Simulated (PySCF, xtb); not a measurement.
Si(H)2(Cl)(NMe2) (C₂H₈ClNSi), SMILES [SiH2](Cl)N(C)C.

GFN2-xTB (xtb) at its own geometry gives an orbital gap of 5.01 eV and a dipole moment of 2.90 D.

The structure is a stationary point at ωB97X-D3(BJ)/def2-SVP. One conformer was computed; it need not be the lowest.

Problem. What does PySCF with ωB97X/def2-TZVP give? (An estimate is asked for; the answer gives what the named calculation found.)

Solution. gap 11.84 eV (levels -9.21 and 2.63 eV), dipole 2.13 D.
